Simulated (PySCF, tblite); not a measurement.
Isomers of CH12O2Si5, one GFN2-xTB conformer each. Single-point energies are computed at PBE0/pcSseg-1 (PySCF, gas phase, no added dispersion term), electronic only.

```csv
SMILES,GFN2-xTB relative energy (kJ/mol)
CO[Si@@H]1[SiH2][SiH2][SiH2][Si@H]1O,157.4
CO[Si@H]1[SiH2][Si@H](O[SiH3])[SiH2]1,0.0
CO[Si@@H]1[SiH2][SiH2][SiH2][Si@@H]1O,169.2
```

Conformers: `[CH3:1][O:2][Si@@H:3]1[SiH2:4][SiH2:5][SiH2:6][Si@H:7]1[OH:8]` with C1–O2–Si3–Si4 -63°, Si6–Si7–O8–H -66°, O2–Si3–Si4–Si5 -78°, Si3–Si4–Si5–Si6 -13°, Si4–Si5–Si6–Si7 -4°, Si5–Si6–Si7–O8 -83°; `[CH3:1][O:2][Si@H:3]1[SiH2:4][Si@H:5]([O:6][SiH3:7])[SiH2:8]1` with C1–O2–Si3–Si4 -51°, Si4–Si5–O6–Si7 -48°; `[CH3:1][O:2][Si@@H:3]1[SiH2:4][SiH2:5][SiH2:6][Si@@H:7]1[OH:8]` with C1–O2–Si3–Si4 -59°, Si6–Si7–O8–H -158°, O2–Si3–Si4–Si5 -109°, Si3–Si4–Si5–Si6 -8°, Si4–Si5–Si6–Si7 14°, Si5–Si6–Si7–O8 103°.

Task: What does PBE0/pcSseg-1 give for the same structures?

Result: 
```json
{"SMILES": "CO[Si@H]1[SiH2][Si@H](O[SiH3])[SiH2]1", "PBE0/pcSseg-1 E (Eh)": "-1642.41007", "PBE0/pcSseg-1 (kJ/mol)": "0.0", "GFN2-xTB (kJ/mol)": "0.0", "point group": "–"}
{"SMILES": "CO[Si@@H]1[SiH2][SiH2][SiH2][Si@@H]1O", "PBE0/pcSseg-1 E (Eh)": "-1642.40777", "PBE0/pcSseg-1 (kJ/mol)": "6.0", "GFN2-xTB (kJ/mol)": "169.2", "point group": "C1"}
{"SMILES": "CO[Si@@H]1[SiH2][SiH2][SiH2][Si@H]1O", "PBE0/pcSseg-1 E (Eh)": "-1642.40605", "PBE0/pcSseg-1 (kJ/mol)": "10.5", "GFN2-xTB (kJ/mol)": "157.4", "point group": "C1"}
```

Both levels put the same isomer lowest; measured from each level's own lowest isomer, the values differ by up to 163.2 kJ/mol (CO[Si@@H]1[SiH2][SiH2][SiH2][Si@@H]1O: 169.2 against 6.0). As drawn, the lowest has a four-membered ring, which the highest lacks; the highest has an O–H bond, which the lowest lacks. Neighbours under 10 kJ/mol apart (CO[Si@H]1[SiH2][Si@H](O[SiH3])[SiH2]1 and CO[Si@@H]1[SiH2][SiH2][SiH2][Si@@H]1O; CO[Si@@H]1[SiH2][SiH2][SiH2][Si@@H]1O and CO[Si@@H]1[SiH2][SiH2][SiH2][Si@H]1O) can change places with a better method, another conformer or zero-point energy. CO[Si@@H]1[SiH2][SiH2][SiH2][Si@@H]1O and CO[Si@@H]1[SiH2][SiH2][SiH2][Si@H]1O are stereoisomers, 4.5 kJ/mol apart in the conformers taken.

Task: Which frontier levels, dipoles and rotational constants go with these structures?

Result: 
```json
{"SMILES": "CO[Si@H]1[SiH2][Si@H](O[SiH3])[SiH2]1", "HOMO (eV, PBE0/pcSseg-1)": "-6.91", "LUMO (eV)": "-2.12", "dipole (D)": "0.68", "A, B, C (MHz)": "1634, 458.8, 430.7"}
{"SMILES": "CO[Si@@H]1[SiH2][SiH2][SiH2][Si@@H]1O", "HOMO (eV, PBE0/pcSseg-1)": "-7.32", "LUMO (eV)": "-1.70", "dipole (D)": "2.31", "A, B, C (MHz)": "1012, 718.8, 477.1"}
{"SMILES": "CO[Si@@H]1[SiH2][SiH2][SiH2][Si@H]1O", "HOMO (eV, PBE0/pcSseg-1)": "-7.18", "LUMO (eV)": "-1.55", "dipole (D)": "0.70", "A, B, C (MHz)": "918.8, 740.4, 554.4"}
```

Task: What happens when harmonic zero-point energies from GFN2-xTB frequencies are added?

Result: 
| SMILES | ZPE (kJ/mol) | electronic (kJ/mol) | with ZPE (kJ/mol) |
| --- | --- | --- | --- |
| CO[Si@H]1[SiH2][Si@H](O[SiH3])[SiH2]1 | 310.5 | 0.0 | 0.0 |
| CO[Si@@H]1[SiH2][SiH2][SiH2][Si@@H]1O | 316.8 | 6.0 | 12.4 |
| CO[Si@@H]1[SiH2][SiH2][SiH2][Si@H]1O | 316.5 | 10.5 | 16.6 |

The zero-point energies span 6.3 kJ/mol. The order is unchanged.
